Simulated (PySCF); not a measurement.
YF2, SMILES [F][Y+][F], charge +1. Heavy atoms are numbered as in [Y+:1]([F:2])[F:3].

The structure is a stationary point at B3LYP-D3(BJ)/def2-TZVP. The spin state was assumed, not searched. The isomer is the one that the SMILES or the coordinates give; other isomers of the formula were not compared. The def2 effective core potentials stand for the cores of Y; spin–orbit coupling is left out.

The numbers are results of B3LYP/def2-TZVPD (PySCF), not measurements.

Mulliken values depend strongly on the basis, most of all with diffuse functions as here. ESP charges are fitted to the potential on shells at 1.4 to 2.0 van der Waals radii. Atomic charges (e), one atom of each kind:

```json
[
 {"atom": "Y1", "ESP fit": "?", "Mulliken": "1.98"},
 {"atom": "F2", "ESP fit": "?", "Mulliken": "-0.49"}
]
```

Task: Fill in the missing entries. (An estimate is asked for; the answer gives what the named calculation found.)

Result: 
- Y1, ESP fit: 1.99
- F2, ESP fit: -0.49
